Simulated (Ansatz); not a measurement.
CN (SMILES [C]#N), doublet (typed; the unrestricted solution is spin-contaminated), geometry from GFN2-xTB; SVWN5/STO-3G in Ansatz (a program for electronic structure).

Here is a job for Ansatz.
Ansatz 0.2 input:
```yaml
crystal:
  periodic: [false, false, false]
  atoms:
    - {symbol: C, position_ang: [-0.00000000, -0.00000000, -0.61154905]}
    - {symbol: N, position_ang: [0.00000000, 0.00000000, 0.52418490]}
basis:
  gaussian:
    orbitals: STO-3G
    occupation: {up: {"A1": 6, "B2": 1}, down: {"A1": 4, "B1": 1, "B2": 1}}
hamiltonian:
  xc: {name: SVWN5}
magnetization: {spin_polarized: true, initial_magnetization: 1}
```

What the program printed (banner, timings and long lists left out):

```
Functional definition: SVWN5
133 factors; integrals over basis functions are off by at most 4.6e-6 eV
mean field evaluation 1: about -2438.1619 eV, gradient 7.1e0 eV
mean field evaluation 2: about -2438.5313 eV, gradient 2.4e-1 eV
mean field evaluation 4: about -2438.4791 eV, gradient 4.9e-2 eV
mean field evaluation 8: about -2438.4791 eV, gradient 1.7e-6 eV
mean field -2438.47913022 eV, -89.6124551752 hartree, gradient 1.7e-6 eV, S^2 1.752453; 0 other end points of the search recorded, 0 dependent functions left out
reference -2438.47913660 eV, -89.6124554096 hartree; 7, 6 occupied and 3, 4 virtual orbitals, 133 factors
Total energy: -2438.47913660 eV, -89.6124554096 hartree
```
